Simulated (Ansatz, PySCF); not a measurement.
C₂H₆F₂Si, SMILES FC(F)[SiH2]C. Atoms are numbered in the order given.

```xyz
11

C      0.9655    -1.7571     0.0000
Si    -0.7001    -0.8950     0.0000
C     -0.3610     1.0000     0.0000
F      0.3847     1.3171    -1.1086
F      0.3847     1.3171     1.1086
H      1.5405    -1.4617     0.8913
H      0.8568    -2.8526     0.0000
H      1.5405    -1.4617    -0.8913
H     -1.5022    -1.2116    -1.2163
H     -1.5022    -1.2116     1.2163
H     -1.2513     1.6565     0.0000
```
Charge 0, spin multiplicity 1.

Geometry: B3LYP-D3(BJ)/def2-SVP. One conformer was computed; it need not be the lowest.

Two levels are set side by side: PBE-D3(BJ)/def2-SVP (Ansatz, a first-principles code) and B3LYP-D3(BJ)/def2-SVP (Ansatz). Each level has its own optimised geometry; the coordinates shown are those of the second. Frequencies come from the Hessian of PySCF at each geometry. Differences are taken from unrounded values.

```json
[
 {"quantity": "mean bond length (Å)", "B3LYP-D3(BJ)": "1.394"},
 {"quantity": "bond C1–Si2 (Å)", "B3LYP-D3(BJ)": "1.875"},
 {"quantity": "bond Si2–C3 (Å)", "B3LYP-D3(BJ)": "1.925"},
 {"quantity": "bond C3–F4 (Å)", "B3LYP-D3(BJ)": "1.373"},
 {"quantity": "bond C3–F5 (Å)", "B3LYP-D3(BJ)": "1.373"},
 {"quantity": "bond C1–H6 (Å)", "B3LYP-D3(BJ)": "1.101"},
 {"quantity": "bond C1–H7 (Å)", "B3LYP-D3(BJ)": "1.101"},
 {"quantity": "bond C1–H8 (Å)", "B3LYP-D3(BJ)": "1.101"},
 {"quantity": "bond Si2–H9 (Å)", "B3LYP-D3(BJ)": "1.491"},
 {"quantity": "bond Si2–H10 (Å)", "B3LYP-D3(BJ)": "1.491"},
 {"quantity": "bond C3–H11 (Å)", "B3LYP-D3(BJ)": "1.106"},
 {"quantity": "highest harmonic wavenumber (cm⁻¹)", "B3LYP-D3(BJ)": "3136"},
 {"quantity": "mean harmonic wavenumber (cm⁻¹)", "B3LYP-D3(BJ)": "1234"},
 {"quantity": "zero-point energy (kcal/mol)", "B3LYP-D3(BJ)": "47.61"}
]
```

Task: What does PBE-D3(BJ) give, and how far is it from B3LYP-D3(BJ)? (An estimate is asked for; the answer gives what the named calculation found.)

Result: 
```
quantity                            PBE-D3(BJ)  PBE-D3(BJ) minus B3LYP-D3(BJ)
----------------------------------  ----------  -----------------------------
mean bond length (Å)                     1.403                          0.009
bond C1–Si2 (Å)                          1.881                          0.005
bond Si2–C3 (Å)                          1.934                          0.009
bond C3–F4 (Å)                           1.381                          0.008
bond C3–F5 (Å)                           1.381                          0.008
bond C1–H6 (Å)                           1.108                          0.007
bond C1–H7 (Å)                           1.108                          0.007
bond C1–H8 (Å)                           1.108                          0.007
bond Si2–H9 (Å)                          1.504                          0.013
bond Si2–H10 (Å)                         1.504                          0.013
bond C3–H11 (Å)                          1.116                          0.010
highest harmonic wavenumber (cm⁻¹)        3092                            -44
mean harmonic wavenumber (cm⁻¹)           1198                            -36
zero-point energy (kcal/mol)             46.23                          -1.38
```

GGA bonds tend to be longer and softer than those of functionals with exact exchange. Differences between two approximate levels are no errors against the true value.
